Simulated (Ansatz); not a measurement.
**Worked example: the barrier**

An elementary step of Si2H4F2, closed shell (SiF₂ + SiH₄ → Si₂H₄F₂ ([F][SiH]([F])[SiH3]); bonds formed: Si1–H4, Si1–Si5; bonds broken: H4–Si5). “Start” is the structure reached by relaxing down from the saddle towards the reactants; PBE0-D4/def2-TZVP structures. The saddle:

```xyz
8
angstrom
Si -0.8631 -0.6970 -0.7216
F -0.1705 -1.9129 -1.4919
F -1.6948 0.0771 -1.8456
H 0.5318 0.3386 -0.8119
Si 0.3775 0.4476 0.9066
H -0.5558 0.6453 2.0548
H 1.0548 1.7667 0.7453
H 1.3202 -0.6655 1.1645
```

Ansatz 0.2.0; basis: def2-TZVPP and def2-QZVPP; cores frozen in the correlated methods.

Energies in eV:

| quantity | saddle | start |
| --- | --- | --- |
| Hartree–Fock, triple zeta (X = 3) | -21203.29884 | -21204.89648 |
| Hartree–Fock, quadruple zeta (X = 4) | -21204.07759 | -21205.67690 |
| MP2 correlation, X = 3 | -20.61420 | -20.27896 |
| MP2 correlation, X = 4 | -22.47127 | -22.10216 |
| CCSD(T) correlation, X = 3 | -22.27499 | -21.93413 |

Problem. Work out the barrier at the basis limit: extrapolate Hartree–Fock as E(X) = E∞ + A exp(−7.88 √X) and the MP2 correlation as E(X) = E∞ + B X^−2.97 (the exponents that Neese and Valeev fitted for def2-TZVPP and QZVPP), then add CCSD(T) − MP2 in triple zeta.

Solution. Each step is linear, so take the differences first (saddle − start): Hartree–Fock 1.59764 (X = 3) and 1.59931 (X = 4); MP2 correlation -0.33524 and -0.36911; CCSD(T) correlation -0.34086.
Two points give E∞ = E(4) + w [E(4) − E(3)], with w = 1/(exp(7.88 (2 − √3)) − 1) = 0.1377 for Hartree–Fock and w = 1/((4/3)^2.97 − 1) = 0.7407 for the correlation.
Hartree–Fock: 1.59931 + 0.1377 × 0.00167 = 1.5995 eV.
MP2 correlation: -0.36911 + 0.7407 × (-0.03387) = -0.3942 eV.
CCSD(T) − MP2: -0.34086 − (-0.33524) = -0.0056 eV.
Sum: 1.5995 + (-0.3942) + (-0.0056) = 1.1997 eV, or 27.67 kcal/mol. Plain CCSD(T) in triple zeta gives 1.2568 eV, so the larger basis shifts the result by -0.0571 eV.

No T1 diagnostic of these runs exceeds 0.014. The restricted Hartree–Fock reference is unstable towards an unrestricted one at one or more of these structures.

Losses and insertions of silylenes and their heavier kin drive the gas-phase chemistry of silicon and germanium vapour deposition.

Labels in which every atom is bracketed show which atoms are joined, not bond orders.

For scale, one of the runs: CCSD(T)/def2-TZVPP, 202 basis functions, launched by `ansatz run in.yaml --threads 4 --pin off --events-out ev --progress --plain --max-ram 9574MiB`. Hardware: 4 CPU threads of an Intel Xeon, shared host. Wall time 66 s; peak host memory 2.5 GiB.
